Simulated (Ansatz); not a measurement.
`C[CH2][Sn][F]` + `CNC` → `C[N](C)[Sn][F]` + `CC` at 500 K and 1 bar (ligand exchange at the Sn–C bond).

Isolated molecules relaxed with PBE0-D4/def2-TZVP in Ansatz; ΔE leaves out vibrations. CBS: MP2 limit from def2 TZ/QZ plus the TZ coupled-cluster correction, frozen cores. This one scheme is used for every species. Elements past krypton have def2 core potentials. For Sn outer-core shells are correlated without core-valence functions, which leaves a few kJ/mol of doubt a bond. One conformer a species, not always the lowest.

| species | CCSD(T)/CBS energy (Eh) | H − E (kJ/mol) | S (J/(mol·K)) |
| --- | --- | --- | --- |
| `C[CH2][Sn][F]` | -392.96747 | 211.3 | 398.1 |
| `CNC` | -135.00321 | 273.8 | 313.8 |
| `C[N](C)[Sn][F]` | -448.28993 | 264.6 | 418.1 |
| `CC` | -79.71954 | 220.5 | 259.9 |

H − E and S are ideal-gas, rigid-rotor, harmonic terms from PBE0-D4/def2-TZVP, for one conformer and one mirror image of each species. 1 Eh = 2625.50 kJ/mol, R = 8.31446 J/(mol·K).

Q: By hand: ΔE, ΔH, ΔS and ΔG.

A: ΔE = (-448.28993) + (-79.71954) − (-392.96747) − (-135.00321) = -0.03879 Eh = -101.8 kJ/mol. Δ(H − E) = 264.6 + 220.5 − 211.3 − 273.8 = 0.0, so ΔH = -101.8 kJ/mol. ΔS = 418.1 + 259.9 − 398.1 − 313.8 = -33.9 J/(mol·K). ΔG = -101.8 − 500 × (-33.9)/1000 = -84.8 kJ/mol.

Q: By hand: the equilibrium constant, and the temperature at which ΔG would vanish if ΔH and ΔS stayed fixed.

A: log₁₀ K = −ΔG/(RT ln 10) = 8.9. ΔG = 0 at ΔH/ΔS = 3003 K, far beyond where these terms or the molecules hold.

ΔH outweighs TΔS. A doubt of 5 kJ/mol in ΔE shifts log₁₀ K by 0.5 here. Other conformers and mirror images would add mixing entropy, several J/(mol·K) or more a flexible species. Modes under 60 cm⁻¹, often nearly free rotors, make the harmonic entropy too high. These are equilibria of isolated gas molecules and say nothing of rates. Largest T1 diagnostic: 0.017 (customary marks: 0.02 for closed shells, 0.045 for open ones).
